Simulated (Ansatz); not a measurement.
Consider the redistribution: `CO[SiH2]N[SiH2]Cl` + `C=[CH][SnH3]` → `CO[SiH2][SnH3]` + `C=CN[SiH2]Cl`.

Computed with Ansatz on PBE0-D4/def2-TZVP structures; ΔE is electronic, products minus reactants. CBS: MP2 limit from def2 TZ/QZ plus the TZ coupled-cluster correction, frozen cores. Functionals use def2-TZVPP. Elements past krypton have def2 core potentials. For Sn outer-core shells are correlated without core-valence functions, which leaves a few kJ/mol of doubt a bond. One conformer a species, not always the lowest.

CCSD(T)/CBS gives +0.85 eV.

Question: Another level gave +0.56 eV. Which?
A. PBE/def2-TZVPP
B. B2PLYP/def2-TZVPP
C. r2SCAN/def2-TZVPP
D. PBE0/def2-TZVPP

Answer: D. PBE0 0.56, B2PLYP 0.76, r2SCAN 0.65, PBE 0.48 eV.

Largest T1 diagnostic among the species: 0.013.

The D4 term adds +0.05 eV with B3LYP and +0.03 eV with PBE0; it sums over pairs of atoms, weighted by their polarisabilities, and B3LYP, whose exchange is more repulsive, gets the larger term. From PBE to PBE0 (25 % exact exchange), in def2-TZVPP and without D4, ΔE moves by +0.09 eV.

B3LYP here is the variant with VWN-RPA as its local correlation; programs differ in this.
